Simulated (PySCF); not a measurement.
## Relaxation of triplet Ca2Se

These are results of PySCF, UPBE0, basis Se def2-TZVP, Ca def2-TZVP (no relativity, density fitting), not measurements. A (50,194) grid was used.

A hand-made linear start, of D∞h symmetry, held to at least that symmetry:

```xyz
3
charge 0 multiplicity 3, angstrom
Se    0.0000    0.0000    0.0000
Ca    0.0000    0.0000    2.8700
Ca    0.0000    0.0000   -2.8700
```

What does it relax to?

It ends at D∞h with Se–Ca 2.615 Å (×2); Ca–Se–Ca 180.0° (after a last refinement on a finer grid). A frequency run shows 2 imaginary modes (one degenerate set), down to 26i cm⁻¹, so it is a higher-order saddle point. Other isomers or separated fragments may lie lower.

How much energy is released, and in how many steps?

39.2 kJ/mol in 4 steps.

The relaxation took about 110 core-seconds on a shared host.
